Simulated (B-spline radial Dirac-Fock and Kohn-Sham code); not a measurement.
**Photoelectron lines of Co²⁰⁺ at 4000 eV**

System: cobalt as Co²⁰⁺ in the configuration [He] 2s2 2p3.

The run's input, task.json:

```json
{"items": [{
  "Z": 27,
  "q": 20,
  "cfg": [[1, 0, 2], [2, 0, 2], [2, 1, 3]],
  "A": 59,
  "rrms": 3.7875,
  "do": ["binding", "quiet", "photo"],
  "hv": [40.81, 55.0, 80, 110.0, 118.0, 200, 734.0, 1253.6, 2000, 4000, 4830.0, 6670.0, 30700.0, 76300.0, 100000, 150000]
}]}
```

Command: `python xray_run.py task.json out`

Level of theory: Dirac-Hartree-Slater photoionisation with all multipoles and Dirac-Fock thresholds; a B-spline atomic structure program. The asymmetry parameter β is from the dipole term alone. Kinetic energies are from the vacuum level. Open shells are spread statistically over j, without multiplet splitting.

| subshell | electrons | binding (eV) | kinetic (eV) | σ (kb) | β |
| --- | --- | --- | --- | --- | --- |
| 2s | 2 | 1815.7 | 2184.3 | ? | ? |
| 2p1/2 | 1 | 1733.9 | 2266.1 | 3.00 | 1.23 |
| 2p3/2 | 2 | 1716.8 | 2283.2 | 5.68 | 1.24 |

Task: What are σ and β for 2s?

Result: σ = 11.6 kb, the largest of all subshells and 57 % of the total, and β = 2.00.

Values without a named source are computed, but for edge energies of neutral atoms, which are taken from tables.
